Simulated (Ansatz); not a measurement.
The cluster Bi₃. Charge 0, multiplicity 2. Geometry PBE0-D4/def2-SVP.

Cartesian coordinates in Å:
```
Bi -1.331 -0.213 1.067
Bi 1.466 0.781 0.449
Bi -0.134 -0.568 -1.516
```

In the def2 sets Bi takes a core potential; there is no spin–orbit coupling. HSE06 is defined as in plane-wave codes, on full-range PBE exchange. At PBE0-D4/def2-SVP, PBE0-D4/def2-TZVPD, HSE06-D4/def2-TZVP, ωB97M-V/def2-TZVP the charge 0 doublet is spin-contaminated (final ⟨S²⟩ up to 1.11, 0.75 for a pure state). The structure comes from a short search, and lower isomers may exist.

(1) Estimate the α-spin orbital energies around the gap (eV) in Ansatz with revPBE-D4/def2-TZVP, PBE0-D4/def2-SVP, PBE0-D4/def2-TZVPD, HSE06-D4/def2-TZVP, ωB97M-V/def2-TZVP.

## Answers

(1) 
| orbital | revPBE-D4/def2-TZVP | PBE0-D4/def2-SVP | PBE0-D4/def2-TZVPD | HSE06-D4/def2-TZVP | ωB97M-V/def2-TZVP |
| --- | --- | --- | --- | --- | --- |
| HOMO−9 | -26.30 | -28.90 | -28.88 | -28.46 | -31.57 |
| HOMO−8 | -26.21 | -28.81 | -28.78 | -28.36 | -31.47 |
| HOMO−7 | -15.96 | -17.91 | -17.85 | -17.42 | -20.62 |
| HOMO−6 | -13.54 | -15.17 | -15.17 | -14.76 | -17.73 |
| HOMO−5 | -13.25 | -14.65 | -14.66 | -14.25 | -17.02 |
| HOMO−4 | -6.40 | -7.37 | -7.34 | -6.96 | -9.08 |
| HOMO−3 | -5.86 | -6.85 | -6.87 | -6.48 | -8.90 |
| HOMO−2 | -5.57 | -6.46 | -6.47 | -6.10 | -8.19 |
| HOMO−1 | -5.30 | -6.18 | -6.19 | -5.82 | -7.92 |
| HOMO | -3.99 | -4.90 | -4.95 | -4.57 | -6.86 |
| LUMO | -3.54 | -2.92 | -2.98 | -3.33 | -1.25 |
| LUMO+1 | -1.99 | -1.41 | -1.54 | -1.86 | 0.01 |
| LUMO+2 | -1.62 | -0.98 | -1.15 | -1.45 | 0.39 |
| LUMO+3 | -1.50 | -0.78 | -1.04 | -1.30 | 0.49 |
| LUMO+4 | 2.07 | 4.81 | 0.23 | 2.27 | 3.88 |
| LUMO+5 | 2.41 | 5.69 | 1.48 | 2.60 | 4.21 |
| β HOMO | -5.14 | -5.96 | -5.99 | -5.62 | -7.69 |
| β LUMO | -3.39 | -2.83 | -2.89 | -3.24 | -1.30 |
